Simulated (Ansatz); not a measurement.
Mn₂Cu. Total charge 0; octet. Geometry PBE-D4/def2-TZVPD, that of the charge -1 multiplicity 9; atoms count from 1.

Cartesian coordinates in Å:
```
Cu -0.778 0.921 0.551
Mn -0.337 -1.454 0.364
Mn 1.115 0.533 -0.916
```

The charge 0 octet is spin-contaminated (final ⟨S²⟩ up to 17.84, 15.75 for a pure state). At PBE0-D4/def2-TZVPD a multiplicity 10 of charge 0 lies 1.00 eV below the octet at the same geometry. That multiplicity 10 is doubtful there (⟨S²⟩ 25.43, where a pure state has 24.75). The structure comes from a short search, and lower isomers may exist.

(1) Estimate the Mulliken populations from the PBE0/def2-TZVPD orbitals of Ansatz.

(2) Where does the spin sit?

(3) And the Mayer bond orders between bonded heavy atoms (over 0.3)?

## Answers

(1) 
```json
{"atom": "Cu1", "charge (e)": "-0.05", "spin (α − β)": "-0.62", "d electrons": "9.88"}
{"atom": "Mn2", "charge (e)": "0.02", "spin (α − β)": "3.81", "d electrons": "5.45"}
{"atom": "Mn3", "charge (e)": "0.02", "spin (α − β)": "3.81", "d electrons": "5.45"}
```
Mulliken values and Mayer orders depend strongly on the basis. With diffuse functions, as here, like atoms can get unlike values, and bond orders can come out too low or too high.

(2) Summed by element: Cu -0.62, Mn 7.62, of 7 unpaired in all. Largest on single atoms: Mn2 3.81, Mn3 3.81, Cu1 -0.62.

(3) Cu1–Mn2 0.71 (2.42 Å); Cu1–Mn3 0.71 (2.43 Å); Mn2–Mn3 1.13 (2.77 Å).
